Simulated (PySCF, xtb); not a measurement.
CrO2F, SMILES [Cr+]([F])(=[O])=[O], charge +1, multiplicity 1.

Harmonic wavenumbers (cm⁻¹) from GFN2-xTB run with xtb at its own minimum, in rising order: 279, 291, 344, 621, 925, 998.

Question: What does PySCF 2.14.0 with PBE0-D3(BJ)/def2-SVP give at its own minimum? (An estimate is asked for; the answer gives what the named calculation found.)

Answer: 262, 306, 478, 871, 1194, 1210. Paired by order, the mean absolute difference is 149 cm⁻¹ and the zero-point energies are 4.9 and 6.2 kcal/mol.
